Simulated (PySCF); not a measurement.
## Excitation energy of I by level of theory

I [Kr] 4d10 5s2 5p5 (2P) → I [Kr] 4d10 5s2 5p4 5d1 (high-spin determinant), as a difference of total energies. Calculation: PySCF 2.14, in aug-cc-pVTZ-PP with one added diffuse shell each of d, f type with ECP28MDF (6s5p5d3f, 67 functions); scalar relativity through the core potential. Correlated levels: valence: 4s2 4p6 4d10 frozen. The calculations carry no spin-orbit coupling.

```csv
method,excitation energy (eV)
UHF,7.570
MP2 (valence),8.097
SCS-MP2 (valence),8.187
CCSD (valence),8.081
CCSD(T) (valence),8.091
```

How much does correlation contribute at CCSD(T) (valence)?

8.091 − (7.570) = 0.521 eV, measured against UHF.

The promoted electron is Rydberg-like, and one or two diffuse shells describe it only roughly, which tends to raise the upper state.

The determinant of the upper state mixes LS terms, which raises its energy above the lowest term, most at the Hartree-Fock and MP2 levels.
